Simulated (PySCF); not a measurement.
AsFH4Si.
Bonds: F1–Si2, Si2–As3. Hydrogens: H4, H5 on Si2; H6, H7 on As3.

Computed by this run: PySCF 2.14.0, PBE0-D3(BJ)/def2-SVP geometry optimisation, gas phase; density fitting, grid level 1; the optimiser is geomeTRIC in internal coordinates, started from a GFN2-xTB structure.

At the end of the run (lengths in Å): Si2–As3 2.358, Si2–H4 1.491, Si2–H5 1.491, As3–H6 1.529, As3–H7 1.525, F1–Si2 1.629, As3–Si2–H5 108.5°, As3–Si2–H4 113.9°, F1–Si2–H4 107.3°, F1–Si2–As3 108.5°, H4–Si2–As3–H6 61°.

**Question.** These geometries were met on the way; a selection of coordinates is given. Order them by energy above the end point, lowest first.
A. Si2–As3 2.364, Si2–H4 1.489, Si2–H5 1.491, As3–H6 1.527, As3–H7 1.524, F1–Si2 1.626, As3–Si2–H5 109.0°, As3–Si2–H4 114.0°, F1–Si2–H4 107.2°, F1–Si2–As3 108.1°, H4–Si2–As3–H6 62°
B. Si2–As3 2.364, Si2–H4 1.494, Si2–H5 1.495, As3–H6 1.536, As3–H7 1.534, F1–Si2 1.629, As3–Si2–H5 106.2°, As3–Si2–H4 111.2°, F1–Si2–H4 110.1°, F1–Si2–As3 108.3°, H4–Si2–As3–H6 60°
C. Si2–As3 2.315, Si2–H4 1.461, Si2–H5 1.462, As3–H6 1.503, As3–H7 1.503, F1–Si2 1.619, As3–Si2–H5 114.2°, As3–Si2–H4 119.3°, F1–Si2–H4 102.7°, F1–Si2–As3 105.1°, H4–Si2–As3–H6 67°

**Answer.** A (0.001 eV), B (0.023 eV), C (0.115 eV).

```tsv
step	E above end (eV)	rms distance from the end, all atoms (Å)	largest force (eV/Å)	rms shift of all bonds from the end (Å)
2	0.001	0.007	0.093	0.003
1	0.023	0.032	0.498	0.005
0	0.115	0.084	0.740	0.028
```

Rows stand in the order of the answer.
